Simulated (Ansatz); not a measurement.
A nudged elastic band was laid between two geometries of FH + H7N3OTi (14 atoms, charge 0, multiplicity 1).

Theory: RHF/def2-SVP (Ansatz 0.2.0).

```
movable images  : 3
climbing image  : yes
spring          : 5.0 eV/Å²
optimiser       : quadratic models (default)
start path      : through a guess of the saddle point
force threshold : 0.03 eV/Å
iteration limit : 60
end points      : relaxed
```

First end point:

```xyz
14
Properties=species:S:1:pos:R:3
Ti -0.204 -0.075 -0.130
O -0.212 -0.442 1.670
H -0.637 -0.044 2.413
N 1.560 -0.108 -0.716
H 2.235 -0.706 -0.266
H 1.993 0.465 -1.415
N -0.939 1.607 -0.499
H -1.736 1.775 -1.085
H -0.550 2.478 -0.183
N -1.221 -1.346 -1.050
H -2.061 -1.765 -0.689
H -0.929 -1.826 -1.882
F 1.943 -1.930 1.937
H 1.167 -1.444 2.006
```

Last end point:

```xyz
14
Properties=species:S:1:pos:R:3
Ti 0.062 -0.632 -0.451
O 0.299 0.695 2.975
H -0.428 0.615 3.573
N 1.699 -0.308 -1.285
H 2.399 -1.014 -1.439
H 2.054 0.595 -1.542
N -0.755 0.985 -0.074
H -1.486 1.459 -0.570
H -0.541 1.442 0.800
N -0.990 -1.625 -1.631
H -1.848 -2.085 -1.380
H -0.769 -1.803 -2.594
F 0.285 -1.503 1.101
H 0.428 -0.179 2.628
```

Task: Which bonds break or form, and what moves?

Result: Bonds broken: Ti1–O2, F13–H14. Bonds formed: Ti1–F13, O2–H14. FH + H7N3OTi becomes FH6N3Ti + H2O.

Task: What energy profile does the band end with?

Result: The run converged. The highest image is number 1 of 0 to 4, 46.8 kJ/mol above the first end and 91.7 kJ/mol above the last; the last end lies 44.8 kJ/mol below the first. Another band between the same ends (5 images) ends at a top of the same energy, where a vibrational analysis finds 1 clearly imaginary mode. So few images can step over the top or miss a turn of the path. The orbitals stay closed-shell, which can raise the energy where a bond breaks towards radicals; this wasn't checked here.

```tsv
image	path coordinate (Å)	energy (kJ/mol)	Ti1–O2 (Å)	F13–H14 (Å)	Ti1–F13 (Å)
0	0.00	0.0	1.84	0.92	3.51
1	2.48	46.8	1.99	1.12	2.19
2	4.05	-27.7	2.25	2.23	1.83
3	5.62	-32.6	3.18	2.04	1.79
4	7.18	-44.8	3.68	2.03	1.79
```

Task: What is the geometry of the highest image?

Result: 
```xyz
14
Properties=species:S:1:pos:R:3
Ti 0.055 -0.210 0.017
O -0.077 -0.161 2.007
H -0.728 0.109 2.633
N 1.778 0.054 -0.654
H 2.513 -0.595 -0.433
H 2.034 0.639 -1.427
N -0.771 1.370 -0.528
H -1.739 1.465 -0.776
H -0.312 2.262 -0.573
N -1.072 -1.440 -0.833
H -0.945 -2.425 -0.679
H -1.613 -1.274 -1.661
F 0.863 -1.923 1.126
H 0.423 -1.233 1.891
```

The run took 2.3 min on 4 threads of Arm Neoverse V1 (shared host), peak memory 0.45 GiB.
